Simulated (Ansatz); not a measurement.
Basis-set series for `[Br][Al]1[CH2][CH2]1`. The species carries charge 0 and has multiplicity 1. The geometry is a stationary point of PBE0-D4/def2-TZVP.

```tsv
functional	basis	functions	energy (Eh)	HOMO (eV)	LUMO (eV)
PBE0-D4	def2-SVP	98	-2894.25732	-6.13	-1.04
PBE0-D4	def2-TZVPP	208	-2894.74222	-6.18	-1.10
ωB97M-V	def2-SVP	98	-2894.55773	-8.29	0.67
ωB97M-V	def2-TZVPP	208	-2895.04530	-8.35	0.56
```

(1) Give the rows for def2-QZVPP. (Best estimate.)

Answers

(1) Computed: 
| functional | basis | functions | energy (Eh) | HOMO (eV) | LUMO (eV) |
| --- | --- | --- | --- | --- | --- |
| PBE0-D4 | def2-QZVPP | 393 | -2894.80631 | -6.18 | -1.18 |
| ωB97M-V | def2-QZVPP | 393 | -2895.10715 | -8.36 | 0.37 |

Positive LUMOs are unbound and depend on the basis. Scalar relativity is left out up to krypton.
